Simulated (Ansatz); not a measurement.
Gas-phase electronic energies from Ansatz, PBE0-D4/def2-TZVP geometries. CBS: MP2 limit from def2 TZ/QZ plus the TZ coupled-cluster correction, frozen cores. This one scheme is used for every species. DFT in def2-TZVPP. B3LYP here is the variant with VWN-RPA as its local correlation; programs differ in this. HSE06 is defined as in plane-wave codes. One conformer a species, not always the lowest.

Consider the hydrogenolysis of the Si–Cl bond: `N=C1S[SiH]1Cl` + H₂ → `N=C1[SiH2]S1` + HCl.

`N=C1S[SiH]1Cl`:

Cartesian coordinates in Å:
```
N -0.394 -1.466 1.291
C -0.337 -0.429 0.595
S -1.536 0.934 0.477
Si 0.257 0.813 -0.600
Cl 0.231 0.446 -2.599
H 0.426 -2.052 1.141
H 1.354 1.754 -0.305
```

H₂:

Z-matrix (Å, degrees):
```
H
H 1 0.746
```

`N=C1[SiH2]S1`:

Z-matrix (Å, degrees):
```
Si
C 1 1.820
S 1 2.125 2 54.5
H 1 1.479 2 120.4 3 -104.4
H 1 1.479 2 120.4 3 104.4
N 2 1.250 1 152.1 3 180.0
H 6 1.021 2 113.5 1 180.0
```

HCl:

Cartesian coordinates in Å:
```
Cl -0.616 0.097 0.140
H 0.616 -0.097 -0.140
```

CCSD(T)/CBS gives +72.9 kJ/mol.

**Question.** Another level gave +73.5 kJ/mol. Which?
A. B3LYP/def2-TZVPP
B. HF/def2-TZVPP
C. HSE06-D4/def2-TZVPP
D. HSE06/def2-TZVPP

**Answer.** C. HSE06-D4 73.5, HSE06 69.1, HF/def2-TZVPP 57.2, B3LYP 64.9 kJ/mol.

**Question.** What do rigid-rotor, harmonic-oscillator terms from PBE0-D4/def2-TZVP frequencies (298.15 K, 1 bar) make of the CCSD(T)/CBS value? (Estimate.)

**Answer.** Ansatz gave: ΔZPE = +7.4 kJ/mol, ΔH = +77.4 kJ/mol, ΔS = 23 J/(mol·K), ΔG = +70.5 kJ/mol.

Largest T1 diagnostic among the species: 0.017.

The D4 term adds +8.3 kJ/mol with B3LYP and +4.6 kJ/mol with PBE0; it sums over pairs of atoms, weighted by their polarisabilities, and B3LYP, whose exchange is more repulsive, gets the larger term. At CCSD(T), def2-SVP lies −15.8 kJ/mol from the extrapolated value and def2-TZVPP −5.2 kJ/mol.
